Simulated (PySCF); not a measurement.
From one molecule to another.

First species: C₆H₁₀S.
SMILES: `CC1(C)CCC1=S`

Second species: C3H8F2OSi2.
Geometry (GFN2-xTB, Å), atoms numbered from 1 in this order:
```
atom  x, y, z in Å
F1     2.5230    0.0235   -1.9125
C2     1.8442    0.3068   -0.7810
F3     2.4638    1.4111   -0.2687
O4     0.5646    0.5454   -1.0683
C5    -0.3854    0.1041   -0.0716
Si6   -0.2410    1.0766    1.5492
C7    -0.5435   -1.4299   -0.0437
Si8   -1.9551   -0.5628   -0.9304
H9     2.0179   -0.5153   -0.0626
H10    1.0110    0.7385    2.2333
H11   -1.3680    0.6390    2.3743
H12   -0.2948    2.4976    1.2306
H13   -0.6904   -1.8581    0.9383
H14    0.1931   -1.9827   -0.6132
H15   -1.9419   -0.5630   -2.3773
H16   -3.2052   -0.4218   -0.2079
```

Levels: CAM-B3LYP/def2-SVPD for dipole moment, HOMO energy, LUMO energy, HOMO–LUMO gap, static isotropic polarisability and electronic spatial extent ⟨r²⟩ about the centre of nuclear charge; TDDFT CAM-B3LYP/def2-SVPD for lowest singlet excitation; TDA CAM-B3LYP/def2-SVPD for lowest triplet excitation (Tamm–Dancoff); GFN2-xTB for rotational constant A and rotational constant C. Geometries: GFN2-xTB. Each species is one conformer at its optimised geometry, gas phase, non-relativistic unless stated. Electronic properties by PySCF.

Dipoles, sizes and rotational constants follow the conformer. The torsions of the flexible species, by atom-mapped SMILES:
- `[F:1][CH:2]([F:3])[O:4][C@:5]1([SiH3:6])[CH2:7][SiH2:8]1`: F1–C2–O4–C5 145°, C2–O4–C5–Si6 67°

| property | column X | column Y |
| --- | --- | --- |
| dipole moment | 3.71 D | 2.93 D |
| HOMO energy | -8.53 eV | -7.62 eV |
| LUMO energy | 0.46 eV | -0.85 eV |
| HOMO–LUMO gap | 8.99 eV | 6.77 eV |
| lowest singlet excitation | 6.10 eV | 2.54 eV |
| lowest triplet excitation (Tamm–Dancoff) | 4.81 eV | 2.11 eV |
| static isotropic polarisability | 95.2 au | 90.3 au |
| electronic spatial extent ⟨r²⟩ about the centre of nuclear charge | 1499 bohr² | 926 bohr² |
| rotational constant A | 1.903 GHz | 2.980 GHz |
| rotational constant C | 0.755 GHz | 1.530 GHz |

Which column belongs to which species?

Column X is the second species and column Y the first. The first has 17 atoms and 62 electrons, the second 16 and 80.

How does each property change from the first species to the second?

dipole moment +0.78 D; HOMO energy -0.91 eV; LUMO energy +1.31 eV; HOMO–LUMO gap +2.22 eV; lowest singlet excitation +3.56 eV; lowest triplet excitation (Tamm–Dancoff) +2.70 eV; static isotropic polarisability +4.9 au; electronic spatial extent ⟨r²⟩ about the centre of nuclear charge +573 bohr²; rotational constant A -1.077 GHz; rotational constant C -0.775 GHz.

On the first: The principal polarisabilities are 75.8, 88.7 and 106.3 au; their mean is the isotropic value. The vertical singlet–triplet gap S1 − T1 is 0.43 eV (TDDFT singlet less Tamm–Dancoff triplet; S1: HOMO→LUMO, weight 0.99; T1: HOMO→LUMO, weight 0.98).

On the second: The vertical singlet–triplet gap S1 − T1 is 1.29 eV (TDDFT singlet less Tamm–Dancoff triplet; S1: HOMO→LUMO, weight 0.88; T1: HOMO→LUMO, weight 0.88). The polarisability is 14.10 Å³ as a volume (1 au = 0.148185 Å³), or 1.19 au for each of the 80 electrons.
